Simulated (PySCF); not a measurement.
How methods differ on the ionisation energy of Al²⁺

Al²⁺ [Ne] 3s1 [3s1/2^1, M_J = 1/2] → Al³⁺ [Ne], as a difference of total energies. All numbers are calculated (PySCF 2.14, the two-component X2C-1e Hamiltonian, in an even-tempered Gaussian basis (21 s from 0.054 bohr⁻², ratio 2.4; 14 p from 0.071 bohr⁻², ratio 2.4; 6 d from 0.35 bohr⁻², ratio 2.6; 5 f from 0.53 bohr⁻², ratio 2.6)). Correlated levels: 1s2 frozen; the 52 highest virtual spinors dropped. "Screened" scales the spin-orbit matrix elements by Boettger's factors to mimic the two-electron term; Breit and QED terms are absent.

```
                    method  ionisation energy (eV)
 GHF (screened spin-orbit)                  28.088
GMP2 (screened spin-orbit)                  28.418
```

Q: How much does correlation contribute at GMP2 (screened spin-orbit)?

A: 28.418 − (28.088) = 0.330 eV, measured against GHF (screened spin-orbit).

For comparison: 28.448 eV (measured; NIST Atomic Spectra Database, ionization energies).
